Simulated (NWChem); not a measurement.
System: C2H4AgNO; SMILES CC#[N]->[Ag][OH]

NWChem input:

```
start job
memory heap 200 mb stack 900 mb global 1100 mb
geometry units angstroms noautoz
  Ag    -0.216073    -0.842708    -0.002512
  O     -0.314084    -2.815458    -0.004085
  H      0.602550    -3.152304     0.004353
  C     -0.209499     3.801115    -0.000474
  C     -0.224562     2.350310    -0.001055
  N     -0.236623     1.181978    -0.001723
  H      0.705381     4.173909     0.502303
  H     -1.094964     4.192023     0.539776
  H     -0.227309     4.188007    -1.039334
end
basis spherical
  * library def2-svp
end
ecp
  Ag library def2-ecp
end
dft
  xc scan
  grid xfine
  iterations 150
  mulliken
end
task dft gradient
```

NWChem printed, in part:

```
             Northwest Computational Chemistry Package (NWChem) 7.3.0
             --------------------------------------------------------

 C1  symmetry detected

                             Geometry "geometry" -> ""
                             -------------------------

 Output coordinates in angstroms (scale by  1.889725989 to convert to a.u.)

  No.       Tag          Charge          X              Y              Z
 ---- ---------------- ---------- -------------- -------------- --------------
    1 Ag                  47.0000     0.00321875    -0.74594680    -0.00007505
    2 O                    8.0000    -0.08931376    -2.71896197     0.00015334
    3 H                    1.0000     0.82829269    -3.05325635     0.00015162
    4 C                    6.0000    -0.00310844     3.89787699    -0.00017691
    5 C                    6.0000    -0.01413976     2.44703563     0.00003253
    6 N                    7.0000    -0.02295593     1.27867445     0.00000043
    7 H                    1.0000     0.91540173     4.27344902     0.49383748
    8 H                    1.0000    -0.88455654     4.28657958     0.54817238
    9 H                    1.0000    -0.03172818     4.28422602    -1.03899742

 Effective nuclear repulsion energy (a.u.)     372.7703748804

                                 NWChem DFT Module
                                 -----------------

 Summary of "ao basis" -> "ao basis" (spherical)
 ------------------------------------------------------------------------------
       Tag                 Description            Shells   Functions and Types
 ---------------- ------------------------------  ------  ---------------------
 Ag                         def2-svp                11       31   5s3p2d1f
 O                          def2-svp                 6       14   3s2p1d
 H                          def2-svp                 3        5   2s1p
 C                          def2-svp                 6       14   3s2p1d
 N                          def2-svp                 6       14   3s2p1d

            General Information
            -------------------
          SCF calculation type: DFT
          Wavefunction type:  closed shell.
          No. of atoms     :     9
          No. of electrons :    50
           Alpha electrons :    25
            Beta electrons :    25
          Charge           :     0
          Spin multiplicity:     1
          Use of symmetry is: off; symmetry adaption is: off
          Maximum number of iterations: 150
          AO basis - number of functions:   107
                     number of shells:    47
          Convergence on energy requested:  1.00D-06
          Convergence on density requested:  1.00D-05
          Convergence on gradient requested:  5.00D-04

              XC Information
              --------------
                         SCAN Method XC Functional
                  SCAN metaGGA Exchange Functional  1.000
                        SCAN Correlation Potential  1.000

             Grid Information
             ----------------
          Grid used for XC integration:  xfine
          Radial quadrature: Mura-Knowles
          Angular quadrature: Lebedev.
          Tag              B.-S. Rad. Rad. Pts. Rad. Cut. Ang. Pts.
          ---              ---------- --------- --------- ---------
          Ag                  1.60      205          13.0      1454
          O                   0.60      100          13.0      1454
          H                   0.35      100          15.0      1202
          C                   0.70      100          16.0      1454
          N                   0.65      100          12.0      1454
          Grid pruning is: on
          Number of quadrature shells:  1005
          Spatial weights used:  Erf1

      Superposition of Atomic Density Guess
      -------------------------------------

 Sum of atomic energies:        -373.83861254

      Non-variational initial energy
      ------------------------------

 Total energy =    -353.712258
 1-e energy   =    -935.110890
 2-e energy   =     381.556922
 HOMO         =      -0.415597
 LUMO         =      -0.073842

     ---------------------------------------------
      Total Density - Mulliken Population Analysis
     ---------------------------------------------

    Atom       Charge   Shell Charges
 -----------   ------   -------------------------------------------------------
    1 Ag  19    18.74  -0.49  1.67  0.82  0.58  0.09  5.98  0.13  0.05  9.30  0.61  0.00
    2 O    8     8.99   1.99  1.11  0.70  3.10  2.08  0.00
    3 H    1     0.66   0.53  0.07  0.06
    4 C    6     6.09   1.99  0.94  0.10  1.99  1.05  0.02
    5 C    6     5.62   1.99  0.98  0.29  1.55  0.75  0.06
    6 N    7     7.34   1.99  1.06  0.45  2.37  1.45  0.02
    7 H    1     0.85   0.64  0.19  0.02
    8 H    1     0.85   0.64  0.19  0.02
    9 H    1     0.85   0.64  0.19  0.02

   convergence    iter        energy       DeltaE   RMS-Dens  Diis-err
 ---------------- ----- ----------------- --------- --------- ---------
 d= 0,ls=0.0,diis     1   -355.0913636885 -5.55D+02  1.19D-01  1.52D+00
 d= 0,ls=0.0,diis     2   -345.4424792030  9.65D+00  1.17D-01  5.04D+01
 d= 0,ls=0.0,diis     3   -355.1795136049 -9.74D+00  8.86D-03  1.32D+00
 d= 0,ls=0.0,diis     4   -355.2429226686 -6.34D-02  4.82D-03  7.73D-01
 d= 0,ls=0.0,diis     5   -355.3234293734 -8.05D-02  1.60D-03  3.36D-02
  Resetting Diis
 d= 0,ls=0.0,diis     6   -355.3268447054 -3.42D-03  9.16D-04  9.38D-03
 d= 0,ls=0.0,diis     7   -355.3276425578 -7.98D-04  1.11D-03  2.59D-03
 d= 0,ls=0.0,diis     8   -355.3260269914  1.62D-03  8.12D-04  1.67D-02
 d= 0,ls=0.0,diis     9   -355.3279187774 -1.89D-03  1.37D-04  3.14D-04
 d= 0,ls=0.0,diis    10   -355.3279525935 -3.38D-05  3.53D-05  1.94D-05
 d= 0,ls=0.0,diis    11   -355.3279551112 -2.52D-06  7.01D-06  7.56D-07
 d= 0,ls=0.0,diis    12   -355.3279551542 -4.30D-08  3.37D-06  3.77D-07

         Total DFT energy =     -355.327955154191
      One electron energy =     -941.215864801720
           Coulomb energy =      427.808078819148
    Exchange-Corr. energy =      -41.761879520802
 Nuclear repulsion energy =      199.841710349183

 Numeric. integr. density =       50.000002224686

                       DFT Final Molecular Orbital Analysis
                       ------------------------------------

 Vector   23  Occ=2.000000D+00  E=-2.435495D-01
              MO Center= -8.0D-02, -1.2D+00,  1.7D-03, r^2= 2.3D+00
   Bfn.  Coefficient  Atom+Function         Bfn.  Coefficient  Atom+Function
  ----- ------------  ---------------      ----- ------------  ---------------
    15      0.583015  1 Ag d -2              19     -0.400223  1 Ag d  2
    35      0.279968  2 O  px                17     -0.253672  1 Ag d  0
    34     -0.185474  2 O  s                  4     -0.183906  1 Ag s
    46      0.174848  3 H  s                 38      0.169389  2 O  px
    33     -0.122588  2 O  s                 68     -0.112612  5 C  px

 Vector   24  Occ=2.000000D+00  E=-1.870152D-01
              MO Center=  3.4D-02, -1.8D+00,  1.6D-04, r^2= 2.2D+00
   Bfn.  Coefficient  Atom+Function         Bfn.  Coefficient  Atom+Function
  ----- ------------  ---------------      ----- ------------  ---------------
     4      0.521574  1 Ag s                 36      0.404112  2 O  py
    19      0.343357  1 Ag d  2              39      0.300028  2 O  py
     2     -0.266898  1 Ag s                 17      0.209908  1 Ag d  0
    35      0.201990  2 O  px                38      0.151246  2 O  px
    15      0.129425  1 Ag d -2               1      0.126050  1 Ag s

 Vector   25  Occ=2.000000D+00  E=-1.662432D-01
              MO Center= -5.7D-02, -2.3D+00, -1.0D-03, r^2= 1.9D+00
   Bfn.  Coefficient  Atom+Function         Bfn.  Coefficient  Atom+Function
  ----- ------------  ---------------      ----- ------------  ---------------
    37      0.581142  2 O  pz                40      0.450543  2 O  pz
    16      0.331901  1 Ag d -1              14      0.126468  1 Ag pz
    73     -0.101065  5 C  pz                70     -0.094699  5 C  pz
    11      0.081099  1 Ag pz                 8     -0.073189  1 Ag pz
    87      0.043779  6 N  pz                50      0.030390  3 H  pz

 Vector   26  Occ=0.000000D+00  E=-5.480800D-02
              MO Center=  1.1D-02,  2.0D+00,  5.7D-02, r^2= 3.4D+00
   Bfn.  Coefficient  Atom+Function         Bfn.  Coefficient  Atom+Function
  ----- ------------  ---------------      ----- ------------  ---------------
    71      0.516968  5 C  px                68      0.484695  5 C  px
    85     -0.458290  6 N  px                82      0.397099  6 N  px
    94     -0.337994  7 H  s                 99      0.316244  8 H  s
    12     -0.190418  1 Ag px                15      0.188725  1 Ag d -2
    93     -0.185696  7 H  s                 98      0.175831  8 H  s

[...]

                         DFT ENERGY GRADIENTS

    atom               coordinates                        gradient
                 x          y          z           x          y          z
   1 Ag      0.006083  -1.409635  -0.000142    0.000461   0.003102  -0.000008
   2 O      -0.168779  -5.138093   0.000290   -0.008598  -0.002790   0.000003
   3 H       1.565246  -5.769818   0.000287    0.008277  -0.003065   0.000002
   4 C      -0.005874   7.365919  -0.000334    0.000035  -0.002997  -0.000040
   5 C      -0.026720   4.624227   0.000061    0.000121   0.017898   0.000050
   6 N      -0.043380   2.416344   0.000001   -0.000346  -0.019743  -0.000011
   7 H       1.729858   8.075648   0.933218    0.004785   0.002502   0.002585
   8 H      -1.671569   8.100461   1.035896   -0.004595   0.002520   0.002869
   9 H      -0.059958   8.096013  -1.963420   -0.000139   0.002573  -0.005450
```

Level: SCAN/def2-SVP with def2 effective core potentials on Ag. Geometry: optimised at PBE-D3(BJ)/def2-SVP. Not confirmed as a minimum by frequencies. def2 effective core potentials on Ag; no spin-orbit coupling.
